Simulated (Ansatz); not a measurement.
`[CH3][GeH2][GeH3]` + `CO[SiH2]N` → `CO[SiH2][NH][GeH3]` + `[CH3][GeH3]`  (cleavage of the Ge–Ge bond)

Gas-phase electronic energies from Ansatz, PBE0-D4/def2-TZVP geometries. CBS: MP2 limit from def2 TZ/QZ plus the TZ coupled-cluster correction, frozen cores. This one scheme is used for every species. DFT in def2-TZVPP. For Ge outer-core shells are correlated without core-valence functions, which leaves a few kJ/mol of doubt a bond. Scalar relativity is left out up to krypton. Each species was taken in one conformer, which may not be the lowest.

```tsv
level	ΔE (kcal/mol)	difference from CCSD(T)/CBS
r2SCAN-D4	7.0	1.1
PBE0-D4	7.8	1.9
B2PLYP	5.9	0.0
HF/def2-TZVPP	2.6	-3.3
MP2/def2-TZVPP	4.9	-1.0
CCSD/def2-TZVPP	5.0	-0.9
SCS-MP2/def2-QZVPP	4.1	-1.8
HF/CBS(def2)	2.3	-3.6
MP2/CBS(def2)	5.8	-0.1
CCSD/CBS(def2)	5.8	-0.1
CCSD(T)/CBS	5.9	0
```

Largest T1 diagnostic among the species: 0.011.

In def2-TZVPP, CCSD(T) changes the Hartree–Fock value by +2.4 kcal/mol (the triples alone add +0.1 kcal/mol) and MP2 by +2.3 kcal/mol. From PBE to PBE0 (25 % exact exchange), in def2-TZVPP and without D4, ΔE moves by −0.9 kcal/mol.
